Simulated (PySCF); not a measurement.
## CaCd and its ions

r²SCAN; Ca def2-SVP, Cd def2-SVP with ECP28; scalar-relativistic core potentials (PySCF 2.14). Neutral (UKS): singlet (closed shell), Re = 3.671 Å, ωe = 65.3 cm⁻¹, De = 0.14 eV, HOMO -3.65 eV, LUMO -1.75 eV.

CaCd⁺ (UKS): doublet (σ ↑), Re = 3.305 Å, ωe = 113 cm⁻¹, De = 0.62 eV to Ca⁺ + Cd. The energies at the minima are -845.22214 hartree for CaCd and -845.02472 for CaCd⁺.

Question: Work out the adiabatic ionisation energy, without and with harmonic zero-point energies (1 hartree = 27.2114 eV, 1 eV = 8065.5 cm⁻¹), and the change of the bond length.

Answer: At r²SCAN: 0.19742 hartree = 5.372 eV between the minima; the zero-point term (113.0 − 65.3)/2 cm⁻¹ = +0.003 eV makes it 5.375 eV. Re changes by -36.6 pm against the neutral. Minus the HOMO energy is 3.65 eV, -1.72 eV from the value between the minima; self-interaction puts the Kohn–Sham level too high, less so with exact exchange. The electron leaves a σ orbital, and the shorter bond of the ion fits an antibonding orbital, or a change in how ionic the bond is.

Closed-shell solutions of metal pairs were not tested for spin polarisation, which can lower them a little. Weak bonds: CaCd. Basis-set superposition, not corrected here, can be much of De in a small basis, most of all at correlated wavefunction levels. Spin–orbit coupling is left out. For an ion De counts to the pair picked by the measured ionisation energies or electron affinities, which need not be the lowest pair at this level. States were picked by a PBE0 search and need not be the measured ground states.
